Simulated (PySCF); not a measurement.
CH7F2NSi2, SMILES CN([SiH2]F)[SiH2]F.

Geometry optimised at r2SCAN-D4/def2-SVP. The structure was generated by enumeration, and PubChem lists no compound with its InChIKey, so it may never have been made. The values are those of a single conformer.

Calculation: B3LYP/def2-TZVP run with PySCF.

Gas-phase values at a fixed geometry.

```json
{
 "total_energy": "-876.11397 hartree",
 "highest_occupied_level": "-7.74 eV",
 "lowest_empty_level": "0.13 eV",
 "orbital_gap": "7.87 eV",
 "dipole_moment": "0.188 e·Å",
 "quadrupole, principal values (traceless, Buckingham form, about the centre of nuclear charge)": "-13.56, 5.44, 8.11 D·Å",
 "mean_static_polarisability": "67.0 bohr³ (9.92 Å³)",
 "polarisability_principal_values": "56.6, 70.0, 74.3 bohr³"
}
```
